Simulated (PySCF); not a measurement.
The numbers are results of PySCF with B3LYP-D3(BJ)/def2-TZVP // PBE0-D4/def2-TZVP, not measurements. Isolated molecules, 0 K electronic values unless said otherwise. One relaxed conformer stands for a flexible species; it need not be the lowest. B3LYP has the VWN-RPA correlation part, as in Gaussian. Delta-SCF ions had no search for a lower state. Excitations are Tamm–Dancoff values on a coarser integration grid. The basis has no diffuse functions, so Rydberg states are missing or too high.

Reference species (SMILES): `O[SiH2]N` (neutral, multiplicity 1).

| Property | Result |
|---|---|
| vertical ionisation energy (Delta-SCF) | 10.29 eV |
| HOMO | -7.52 eV |
| T1 excitation (TDA) | 6.37 eV |
| HOMO–LUMO gap | 8.01 eV |

After one change: the vertical ionisation energy (Delta-SCF) decreases by 0.55 eV; the HOMO decreases by 0.07 eV; the T1 excitation (TDA) increases by 0.03 eV; the HOMO–LUMO gap decreases by 0.30 eV.

Task: Which change was made? The new species is one of these.
A. `C[SiH2]O` (C–Si–O–H torsion 70°)
B. `O[SiH2]Br` (H–O–Si–Br torsion 58°)
C. `CC(C)[SiH2]O` (C–C–Si–O torsion -179°, C–Si–O–H torsion -78°)
D. `CS[SiH2]O` (C–S–Si–O torsion 152°, S–Si–O–H torsion -50°)

Result: C, `CC(C)[SiH2]O` (C–C–Si–O torsion -179°, C–Si–O–H torsion -78°)
